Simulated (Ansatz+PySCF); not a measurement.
Results of a calculation; reference values are marked as such.
Input for PySCF 2.14.0:

```python
from pyscf import gto, scf, cc

mol = gto.M(atom="""
Be 0.000000 0.000000 0.000000
Si 1.132480 1.509970 3.269180
""", basis='6-31g', charge=1, spin=3)
mf = scf.UHF(mol)
mf.kernel()
mycc = cc.CCSD(mf, frozen=5).run()
et = mycc.ccsd_t()
print(mf.e_tot, mycc.e_corr, et, mycc.e_tot + et)
```

The script is written out from the run's settings.

Results

```json
{
  "Converged": "yes",
  "Reference energy": "-303.10087 hartree",
  "CCSD correlation energy": "-0.02731 hartree",
  "Triples correction": "-0.00054 hartree",
  "Total energy": "-303.12872 hartree",
  "Spin squared of the determinant": "3.760"
}
```

This is not the lowest solution: another run reaches a determinant 0.54 eV lower. Caution: large amplitudes, a single reference is doubtful; another reference gives a lower total.
